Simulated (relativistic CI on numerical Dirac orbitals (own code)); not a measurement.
## Inner-shell lines of Rh20+

Calculated at this level of theory: Dirac-Coulomb-Breit CI, KLI orbitals optimised for each configuration, a model potential for QED, valence Slater integrals scaled by 0.9 (own radial code, finite nucleus).

Configurations in the expansion (outside the closed core 2s2 2p6 3s2 3p6): 1s²3d⁷, 1s3d⁷4p. Levels of other configurations are missing.

The table holds the strongest lines. The upper levels have an inner-shell vacancy. Auger decay, open to those above the ionisation limit, is not computed, and radiative decays to configurations outside the model are missing too. Absolute energies can be off by a few tenths of a per cent, so close lines can change order. LS names give the leading component, which can be well under half, for lower levels too. Brackets number the levels in order of energy.

| E (eV) | Upper | Lower | A (s⁻¹) | gA (s⁻¹) |
| --- | --- | --- | --- | --- |
| 23381.3 | 1s3d⁷4p ²I°13/2 [61] | 1s²3d⁷ ²H11/2 [9] | 6.08e+13 | 8.51e+14 |
| 23389.8 | 1s3d⁷4p ⁴F°9/2 [44] | 1s²3d⁷ ⁴F9/2 [1] | 6.82e+13 | 6.82e+14 |
| 23389.9 | 1s3d⁷4p ⁴G°11/2 [46] | 1s²3d⁷ ⁴F9/2 [1] | 1.39e+14 | 1.67e+15 |
| 23390.0 | 1s3d⁷4p ²I°13/2 [136] | 1s²3d⁷ ²H11/2 [9] | 6.73e+13 | 9.42e+14 |
| 23390.7 | 1s3d⁷4p ²H°11/2 [116] | 1s²3d⁷ ²G9/2 [6] | 1.25e+14 | 1.50e+15 |
| 23390.8 | 1s3d⁷4p ⁴H°13/2 [142] | 1s²3d⁷ ²H11/2 [9] | 7.09e+13 | 9.93e+14 |
| 23391.0 | 1s3d⁷4p ²H°9/2 [146] | 1s²3d⁷ ²G7/2 [10] | 6.47e+13 | 6.47e+14 |
| 23391.1 | 1s3d⁷4p ²I°11/2 [179] | 1s²3d⁷ ²H9/2 [13] | 8.73e+13 | 1.05e+15 |
| 23391.1 | 1s3d⁷4p ⁴G°7/2 [86] | 1s²3d⁷ ⁴F5/2 [3] | 1.24e+14 | 9.91e+14 |
| 23391.4 | 1s3d⁷4p ²F°7/2 [226] | 1s²3d⁷ ²D5/2 [19] | 1.06e+14 | 8.47e+14 |
| 23391.5 | 1s3d⁷4p ²G°9/2 [125] | 1s²3d⁷ ²G9/2 [6] | 1.04e+14 | 1.04e+15 |
| 23391.5 | 1s3d⁷4p ²F°7/2 [167] | 1s²3d⁷ ²D5/2 [12] | 1.20e+14 | 9.59e+14 |
| 23391.9 | 1s3d⁷4p ²G°9/2 [208] | 1s²3d⁷ ²F7/2 [17] | 1.31e+14 | 1.31e+15 |
| 23392.0 | 1s3d⁷4p ²G°7/2 [196] | 1s²3d⁷ ²F5/2 [15] | 1.22e+14 | 9.77e+14 |
| 23392.4 | 1s3d⁷4p ²F°7/2 [210] | 1s²3d⁷ ²F7/2 [17] | 8.50e+13 | 6.80e+14 |
| 23392.4 | 1s3d⁷4p ²H°11/2 [158] | 1s²3d⁷ ²H11/2 [9] | 1.54e+14 | 1.85e+15 |
| 23392.5 | 1s3d⁷4p ²F°5/2 [224] | 1s²3d⁷ ²D3/2 [18] | 1.35e+14 | 8.12e+14 |
| 23392.7 | 1s3d⁷4p ²G°7/2 [162] | 1s²3d⁷ ²G7/2 [10] | 8.26e+13 | 6.61e+14 |
| 23393.3 | 1s3d⁷4p ²H°9/2 [191] | 1s²3d⁷ ²H9/2 [13] | 1.21e+14 | 1.21e+15 |
| 23394.4 | 1s3d⁷4p ²D°5/2 [232] | 1s²3d⁷ ²D5/2 [19] | 1.43e+14 | 8.55e+14 |
